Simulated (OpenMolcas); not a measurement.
# OpenMolcas run: neutral ruthenium

Input:

```
&GATEWAY
Coord
1

Ru 0.0 0.0 0.0
Basis=ANO-RCC-VTZP
Group=XYZ
NoMove
AngMom=0.0 0.0 0.0
AMFI
&SEWARD
&RASSCF
FileOrb=start.orb
Symmetry=1
Spin=5
nActEl=8 0 0
Inactive=9 9
Ras2=6 0
CIRoot=15 15 1
SDav=15
CIMx=300
Iter=120 100
PrWF=0.3
OrbListing=Nothing
MaxOrb=0
Atom
>>> COPY $Project.JobIph JOB001
&RASSCF
FileOrb=start.orb
Symmetry=1
Spin=3
nActEl=8 0 0
Inactive=9 9
Ras2=6 0
CIRoot=75 75 1
SDav=105
CIMx=300
Iter=120 100
PrWF=0.3
OrbListing=Nothing
MaxOrb=0
Atom
>>> COPY $Project.JobIph JOB002
&RASSCF
FileOrb=start.orb
Symmetry=1
Spin=1
nActEl=8 0 0
Inactive=9 9
Ras2=6 0
CIRoot=57 57 1
SDav=105
CIMx=300
Iter=120 100
PrWF=0.3
OrbListing=Nothing
MaxOrb=0
Atom
>>> COPY $Project.JobIph JOB003
&RASSI
NrOfJobIphs=3 15 75 57
1 2 3 4 5 6 7 8 9 10 11 12 13 14 15
1 2 3 4 5 6 7 8 9 10 11 12 13 14 15 16 17 18 19 20 21 22 23 24 25 26 27
28 29 30 31 32 33 34 35 36 37 38 39 40 41 42 43 44 45 46 47 48 49 50 51
52 53 54 55 56 57 58 59 60 61 62 63 64 65 66 67 68 69 70 71 72 73 74 75
1 2 3 4 5 6 7 8 9 10 11 12 13 14 15 16 17 18 19 20 21 22 23 24 25 26 27
28 29 30 31 32 33 34 35 36 37 38 39 40 41 42 43 44 45 46 47 48 49 50 51
52 53 54 55 56 57
IphNames
JOB001
JOB002
JOB003
EJob
SpinOrbit
DIPRint=1.0
SOCoupling=1000.0
Subsets=2
MEES
Property=10
'ANGMOM' 1 'ANGMOM' 2 'ANGMOM' 3 'MLTPL  1' 1 'MLTPL  1' 2 'MLTPL  1' 3
'AMFI' 1 'AMFI' 2 'AMFI' 3 'MLTPL  2' 6
SOProperty=3
'ANGMOM' 1 'ANGMOM' 2 'ANGMOM' 3
```

Launched by
```bash
OMP_NUM_THREADS=1 MOLCAS_MEM=1689 MOLCAS_PROJECT=a pymolcas a.inp > a.log  # once for each step of the input, in one work folder
```

A driver script runs the steps one by one and writes start.orb anew before each from the orbitals found so far.

Output, cut to the results:

```
--- SEWARD ---
Basis set label: RU.ANO-RCC...7S6P4D2F1G.

      Electronic valence basis set:
      ------------------
      Associated Effective Charge  44.000000 au
      Associated Actual Charge     44.000000 au
      Nuclear Model: Point charge

      Shell  nPrim  nBasis  Cartesian Spherical Contaminant
         s      21       7        X
         p      18       6        X
         d      13       4                 X
         f       6       2                 X
         g       4       1                 X
                  Relativistic Douglas-Kroll-Hess integrals:
                    - DKH order of Hamiltonian: 2
                    - DKH order of Properties : 0
                  Atomic mean-field integrals
--- RASSCF ---
Wave function specifications:
      -----------------------------

      Number of closed shell electrons          36
      Number of electrons in active shells       8
      Max number of holes in RAS1 space          0
      Max nr of electrons in RAS3 space          0
      Number of inactive orbitals               18
      Number of active orbitals                  6
      Number of secondary orbitals              44
      Spin quantum number                      2.0
      State symmetry                             1
Orbital specifications:
      -----------------------

      Symmetry species                           1   2
                                                ag  au
      Frozen orbitals                            0   0
      Inactive orbitals                          9   9
      Active orbitals                            6   0
      RAS1 orbitals                              0   0
      RAS2 orbitals                              6   0
      RAS3 orbitals                              0   0
      Secondary orbitals                        21  23
      Deleted orbitals                           0   0
      Number of basis functions                 36  32
      Number of CSFs                            15
      Number of root(s) required                15
      Iter CI   SX   CI       RASSCF       Energy    max ROT     max BLB   max BLB  Level Ln srch  Step   QN
          iter iter root      energy       change     param      element    value   shift minimum  type update
 Nr of preliminary CI iterations:   1
      Total energies have been shifted. Add                -4000.00 au
        1   1    2    0  -527.31235395    0.00E+00  -2.39E-08    7  10 2  1.04E-07   0.15   0.00    SX    NO
        2   1    1    0  -527.31235395   -7.28E-12   0.00E+00    7  16 2 -2.97E-08   0.15   0.00    SX    NO
        3   1    1    0  -527.31235395   -3.64E-12   0.00E+00    7  16 2 -2.97E-08   0.15   0.00    SX    NO
        4   1    1    0  -527.31235395    7.28E-12   0.00E+00    7  16 2 -2.97E-08   0.15   0.00    SX    NO
      Convergence after  4 iterations
        5   1    1    0  -527.31235395   -6.37E-12   0.00E+00    7  16 2 -2.97E-08   0.15   0.00    SX    NO
      Natural orbitals and occupation numbers for root  1
      sym 1:   1.868786   1.000000   1.131214   1.868786   1.131214   1.000000
      Natural orbitals and occupation numbers for root  2
      sym 1:   1.040210   1.959790   1.040210   1.000000   1.959790   1.000000
      Natural orbitals and occupation numbers for root  3
      sym 1:   1.061830   1.061830   1.938170   1.000000   1.938170   1.000000
::    RASSCF root number  1 Total energy:  -4527.33799349
::    RASSCF root number  2 Total energy:  -4527.33799349
::    RASSCF root number  3 Total energy:  -4527.33799349
::    RASSCF root number  4 Total energy:  -4527.33799349
::    RASSCF root number  5 Total energy:  -4527.33799349
::    RASSCF root number  6 Total energy:  -4527.33799349
::    RASSCF root number  7 Total energy:  -4527.33799349
::    RASSCF root number  8 Total energy:  -4527.29362130
::    RASSCF root number  9 Total energy:  -4527.29362130
::    RASSCF root number 10 Total energy:  -4527.29362130
::    RASSCF root number 11 Total energy:  -4527.29362130
::    RASSCF root number 12 Total energy:  -4527.29362130
::    RASSCF root number 13 Total energy:  -4527.28374941
::    RASSCF root number 14 Total energy:  -4527.28374941
::    RASSCF root number 15 Total energy:  -4527.28374941
--- RASSCF ---
Wave function specifications:
      -----------------------------

      Number of closed shell electrons          36
      Number of electrons in active shells       8
      Max number of holes in RAS1 space          0
...
--- RASSI ---
SPIN-FREE ENERGIES:
  (Shifted by EMIN (a.u.) =      -4527.3379934945)

 SF State       Relative EMIN(au)   Rel lowest level(eV)    D:o, cm**(-1)      L_eff

     1             0.0000000000        0.0000000000              0.0000         3.0
     2             0.0000000000        0.0000000000              0.0000         3.0
     3             0.0000000000        0.0000000000              0.0000         3.0
     4             0.0000000000        0.0000000000              0.0000         3.0
     5             0.0000000000        0.0000000000              0.0000         3.0
     6             0.0000000000        0.0000000000              0.0000         3.0
     7             0.0000000000        0.0000000000              0.0000         3.0
    16             0.0418742425        1.1394561871           9190.3339         3.0
    17             0.0418742425        1.1394561871           9190.3339         3.0
    18             0.0418742425        1.1394561871           9190.3339         3.0
    19             0.0418742425        1.1394561871           9190.3339         3.0
    20             0.0418742425        1.1394561871           9190.3339         3.0
    21             0.0418742425        1.1394561871           9190.3339         3.0
    22             0.0418742425        1.1394561871           9190.3339         3.0
     8             0.0443721940        1.2074289099           9738.5709         2.0
     9             0.0443721940        1.2074289099           9738.5709         2.0
    10             0.0443721940        1.2074289099           9738.5709         2.0
    11             0.0443721940        1.2074289099           9738.5709         2.0
    12             0.0443721940        1.2074289099           9738.5709         2.0
    15             0.0542440863        1.4760567836          11905.2008         1.0
    13             0.0542440863        1.4760567836          11905.2008         1.0
...
```

Levels above the lowest, from the spin-orbit matrix, grouped by J:

```tsv
Configuration	Term	J	E (cm-1)	Measured (cm-1)	g	Term weight %	Second
4d7 5s	5F	5	0.0	0.0	1.399	99	
4d7 5s	5F	4	1223	1191	1.349	99	
4d7 5s	5F	3	2162	2092	1.250	99	
4d7 5s	5F	2	2827	2713	1.001	99	
4d7 5s	5F	1	3250	3105	0.003	99	
4d7 5s	3F(1)	4	9320		1.269	88	9 4d6 5s2 5D
4d6 5s2	5D	4	10272	7483	1.475	90	9 4d7 5s 3F(1)
4d7 5s	3F(1)	3	10913		1.190	73	26 4d6 5s2 5D
4d6 5s2	5D	3	11346	8575	1.392	74	25 4d7 5s 3F(1)
4d6 5s2	5D	2	11765	9058	1.376	80	15 4d7 5s 3F(1)
4d7 5s	3F(1)	2	12098		0.807	82	16 4d6 5s2 5D
4d6 5s2	5D	1	12213	9073	1.503	97	2 4d7 5s 3P(1)
4d6 5s2	5D	0	12408	9492		97	
4d7 5s	5P	3	12943	8771	1.666	99	
4d7 5s	5P	2	13049	8044	1.777	84	12 3P(1)
4d7 5s	5P	1	13827	9620	2.427	92	5 3P(1)
4d7 5s	3G	5	15290		1.194	94	4 3H
4d7 5s	3G	4	15969		1.040	90	5 3H
4d7 5s	3P(1)	2	16358		1.521	78	13 5P
4d7 5s	3G	3	16771		0.754	98	
4d7 5s	3P(1)	1	18088		1.498	84	6 3D
4d7 5s	3P(1)	0	18715			83	16 3P(2)
4d7 5s	3H	6	19544		1.167	100	
4d7 5s	1G	4	19592		0.934	55	36 3H
```

Against the 12 measured excited levels shown (NIST Handbook of Basic Atomic Spectroscopic Data) the mean absolute deviation is 2300 cm-1; the largest miss in energy is 4d7 5s 5P2: computed 13049, measured 8044 cm-1 (+62.2 %). Levels of one J stand in another order than measured, so their pairing by name is doubtful.

Without dynamic correlation excited terms often stand tens of per cent too high (terms of higher spin than the ground term too low), and those without a measured partner can miss by more than the paired ones. Configurations are named by rounded mean occupations; where the s occupation lies near a half they are strongly mixed, a name can repeat and a true partner stay unpaired. A single d shell beside an s shell can misplace configurations of different d count against each other. Measured partners are found by configuration, term and J. A level has none where our copy of the source lacks it or the pairing is in doubt (some pairs that miss far off the trend of their configuration count as doubtful), and it then counts in no deviation. Only configurations of the active space appear. The first state left out of the spin-orbit step lies near 35000 cm-1 above the lowest spin-free state of the reference (among the parities and spins computed), and the list stops at four fifths of that energy or lower. The table shows the lowest 24 of 41 levels.

The term weight is that of the spin-free term in the level, not the purity of its configuration. A number in round brackets counts repeated terms of one configuration in the order of the reference energies.
